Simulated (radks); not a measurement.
Species: V4+. Configuration: [Ar] 3d1 (the NIST ground configuration). Calculated with a radial shooting solver on a logarithmic mesh with Libxc functionals: Dirac Kohn-Sham, PBE, spin-unpolarised, spherical densities, finite nucleus; open shells fill j = l - 1/2 first; Fermi nuclear charge, rms radius 3.6002 fm.

Spin-orbit splittings of the eigenvalues, e(l+1/2) - e(l-1/2), with zeta = 2 splitting/(2l+1) and mean radii in bohr:

shell  occ.  splitting (eV)  zeta (eV)  <r> j=l-1/2  <r> j=l+1/2
2p        6           7.094      4.729       0.2722       0.2749
3p        6          0.9122     0.6081       0.9640       0.9710
3d        1         0.09856    0.03942        1.080        1.082
